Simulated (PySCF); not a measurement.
[Ta(SH)4]+ at several levels of theory

Computed with PySCF 2.14.0 (density fitting, no spin-orbit coupling) at the geometry relaxed with PBE0:

```xyz
9
[Ta(SH)4]+ (singlet; a saddle point, relaxed within its symmetry)
Ta    0.0000    0.0000    0.0018
S     2.2375    0.4235    0.6607
H     2.6262   -0.6866    1.3315
S    -0.4235    2.2375    0.6607
H     0.6866    2.6262    1.3315
S    -2.2375   -0.4235    0.6607
H    -2.6262    0.6866    1.3315
S     0.4235   -2.2375    0.6607
H    -0.6866   -2.6262    1.3315
```

```tsv
level	basis	state	HOMO (eV)	gap (eV)	charge on Ta1 (e)	dipole about the centre of mass (D)	largest force component (eV/Å)
PBE0	Ta def2-SVP with ECP60, S def2-SVP, H def2-SVP	singlet	-12.32	3.23	0.84	0.08	0.01
PBE0	Ta def2-TZVP with ECP60, S def2-TZVP, H def2-TZVP	singlet	-12.20	3.21	1.08	0.18	0.52
PBE0	Ta x2c-SVPall, S x2c-SVPall, H x2c-SVPall	singlet	-12.36	3.17	0.32	0.26	0.99
```

Charges are Mulliken's, which hang on the basis. The relaxation used the grid (50, 194), these runs (75, 302) or, all-electron (x2c bases, spin-free X2C Hamiltonian), (99, 590).

Question: Order these levels, in the first row's basis, by the HOMO–LUMO gap they give here, smallest first.
A. PBE
B. M06-L
C. B3LYP
D. wB97X

Answer: A (1.55 eV), B (2.08 eV), C (2.74 eV), D (7.17 eV).

Question: And their other results?

Answer: 
| level | state | HOMO (eV) | gap (eV) | charge on Ta1 (e) | dipole about the centre of mass (D) | largest force component (eV/Å) |
| --- | --- | --- | --- | --- | --- | --- |
| B3LYP | singlet | -12.03 | 2.74 | 0.77 | 0.06 | 0.36 |
| PBE | singlet | -11.28 | 1.55 | 0.69 | 0.26 | 0.46 |
| wB97X | singlet | -14.40 | 7.17 | 0.90 | 0.13 | 0.33 |
| M06-L | singlet | -11.58 | 2.08 | 1.10 | 0.08 | 0.31 |

In the first row's basis the gap widens with exact exchange: 1.5 to 2.1 eV for PBE, M06-L (none); 2.7 to 3.2 eV for B3LYP, PBE0 (a fixed share); 7.2 eV for wB97X (rising or full at long range).
